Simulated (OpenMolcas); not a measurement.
# Re2+: effect of the basis set

```yaml
Program: OpenMolcas
Method: "SS-CASPT2, IPEA 0.25 Eh, imaginary shift 0.1 Eh (closed shells correlated: 5s 5p)"
Active_space: 5 electrons in 6 orbitals (5d 6s)
State_averaging: 2S+1 = 6 even, 6 roots; 2S+1 = 4 even, 84 roots kept (CI in the orbitals of an earlier block, 64 in the spin-orbit step); 2S+1 = 2 even, 184 roots kept (CI in the orbitals of an earlier block, 129 in the spin-orbit step)
Spin-orbit_coupling: state interaction with AMFI integrals over the reference wave functions, term energies averaged over their components
```

A. ANO-R1 [7s5p4d2f], X2C, finite nucleus; CASPT2 step about 50 core-seconds
B. ANO-RCC-VDZP [7s6p4d2f1g], DKH2, point nucleus; CASPT2 step roughly 30 core-seconds
C. ANO-RCC-VTZP [8s7p5d3f2g1h], DKH2, point nucleus; CASPT2 step of the order of 100 core-seconds
D. ANO-RCC-VQZP [9s8p6d4f3g2h], DKH2, point nucleus; CASPT2 step roughly 4 core-minutes

Energies in cm-1 above 5d5 6S 5/2, the measured ground level; measured values from the list in Brasseur, Gamrath and Quinet, At. Data Nucl. Data Tables 157, 101636 (2024).

```csv
Level,A,B,C,D,Measured
5d5 6S 5/2,0.0,0.0,0.0,0.0,0.0
5d4 6s 6D 1/2 [57 %],13960,14230,14410,14450,14396
5d5 4G 7/2 [60 %],19200,19180,18560,17840,16890
5d5 4G 11/2,20510,20590,19660,18900,18020
5d5 4G 9/2,20950,21050,20090,19370,18346
5d4 6s 6D 9/2,22950,23490,22970,23270,23471
5d5 2I 11/2 [72 %],30290,30440,29010,27920,26170
5d5 2I 13/2,33140,33390,31590,30500,28588
5d4 6s 4H 9/2 [60 %],37150,37670,36600,36170,35140
5d4 6s 4H 11/2 [64 %],39280,39930,38540,38150,38168
5d5 2S 1/2 [57 %],40280,40600,39520,39120,
5d4 6s 4H 13/2,41210,41950,40410,40100,39300
5d5 2H 11/2 [57 %],42150,42690,40700,39930,
5d4 6s 4F 9/2 [50 %],43090,43750,42250,41830,
5d5 2D 3/2(2) [71 %],46240,46420,45350,44690,
5d4 6s 4G 11/2 [51 %],47890,48700,46900,46410,
5d4 6s 2H 9/2 [74 %],49270,50340,48060,47230,46315
5d4 6s 4D 3/2(2) [73 %],50160,50970,49320,48890,
5d4 6s 4D 7/2(2),50650,51400,49730,49290,
```

Deviations, from unrounded energies. A percentage is the sum of absolute deviations over the sum of measured energies, with the sign that they share, or ± where signs differ.

```json
{"Against measurement": "mean absolute deviation (cm-1)", "Levels": "11", "A": "2300", "B": "2500", "C": "1500", "D": "870"}
{"Against measurement": "other terms of the ground configuration (%)", "Levels": "5", "A": "+14.9", "B": "+15.4", "C": "+10.1", "D": "+6.0"}
{"Against measurement": "other configurations (%)", "Levels": "6", "A": "±4.5", "B": "±5.7", "C": "±2.6", "D": "±1.5"}
```

D lies closest to measurement on these levels and B furthest from it. The largest miss of D in the table is 5d5 2I 13/2, by +1900 cm-1. The ranking rests on the paired levels alone, and a cruder setting can come out closer through cancelling errors.

Among A to D the level of the table that moves most is 5d4 6s 2H 9/2 [74 %], by 3100 cm-1 (lowest in D, highest in B). Moves below CASPT2's spread within the term are not significant.

CASPT2 breaks the degeneracy within a term, and the mean is taken; among the terms shown or strongly mixed into the levels shown the widest spread is 290 cm-1 (5d4 6s 2H, C). Some high roots are left out of the spin-orbit mixing, which shifts the levels that they would mix with. Terms from blocks run as CI alone lack orbitals of their own. Configurations are named by rounded mean occupations; where the s occupation lies near a half they are strongly mixed, a name can repeat and a true partner stay unpaired. A single d shell beside an s shell can misplace configurations of different d count against each other. The CASPT2 spread within a term exceeds the gap to the next term for 5d5 4P and 5d5 4G, 5d4 6s 2H and 5d4 6s 2I, so the order of their levels is uncertain (figures for A; the like holds for B, C). Some terms miss by over 15 % even with CASPT2, which points to a basis or an active space too small for the shells correlated (holds for A; B). Measured partners are found by configuration, term and J. A level has none where our copy of the source lacks it or the pairing is in doubt (some pairs that miss far off the trend of their configuration count as doubtful), and it then counts in no deviation. Only configurations of the active space appear. The table leaves out levels that lie high or whose names do not pair safely across all columns.

A share in square brackets marks a mixed level and gives the weight of the term that names it, the lowest over the columns. A number in round brackets counts repeated terms of one configuration in the order of the reference energies.
